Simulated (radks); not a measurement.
Gd III, configuration [Xe] 4f7 5d1. All-electron calculation, Dirac Kohn-Sham, PBEsol, spin-unpolarised, spherical densities, point nucleus; open shells are shared between the two j in proportion to 2j + 1. Program: a radial shooting solver on a logarithmic mesh with Libxc functionals.

Spin-orbit splittings of the eigenvalues, e(l+1/2) - e(l-1/2), with zeta = 2 splitting/(2l+1) and mean radii in bohr:

| shell | occ. | splitting (eV) | zeta (eV) | <r> j=l-1/2 | <r> j=l+1/2 |
|---|---|---|---|---|---|
| 2p | 6 | 695.4 | 463.6 | 0.07747 | 0.08431 |
| 3p | 6 | 142.6 | 95.09 | 0.2337 | 0.2468 |
| 3d | 10 | 31.08 | 12.43 | 0.2188 | 0.2229 |
| 4p | 6 | 31.81 | 21.21 | 0.5648 | 0.5944 |
| 4d | 10 | 5.751 | 2.301 | 0.6301 | 0.6406 |
| 4f | 7 | 0.7581 | 0.2166 | 0.8547 | 0.8668 |
| 5p | 6 | 4.404 | 2.936 | 1.488 | 1.580 |
| 5d | 1 | 0.3655 | 0.1462 | 2.327 | 2.375 |
